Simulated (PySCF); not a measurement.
Se(H)(iPr), SMILES CC(C)[SeH] (CAM-B3LYP/def2-SVP optimised geometry):

```
12

Se    -1.757     0.118     0.000
H     -1.893     1.581     0.000
C      0.220     0.118     0.000
C      0.790     0.847    -1.207
C      0.678    -1.333     0.072
H      0.522     0.635     0.922
H      1.893     0.837    -1.170
H      0.474     0.364    -2.144
H      0.466     1.897    -1.242
H      0.287    -1.841     0.965
H      1.778    -1.379     0.110
H      0.350    -1.897    -0.816
```

Method: CAM-B3LYP/def2-TZVP in PySCF.

What are the frontier orbital energies and the dipole moment?

HOMO-2 -11.23 eV, HOMO-1 -9.84 eV, HOMO -7.75 eV, LUMO 1.07 eV, LUMO+1 1.97 eV; dipole moment 1.65 D.

Meta-Löwdin charges at CAM-B3LYP/def2-TZVP: Se1 -0.06, H2 0.05, C3 -0.11, C4 -0.32, C5 -0.33, H6 0.11, H7 0.11, H8 0.11, H9 0.11, H10 0.11, H11 0.11, H12 0.11.
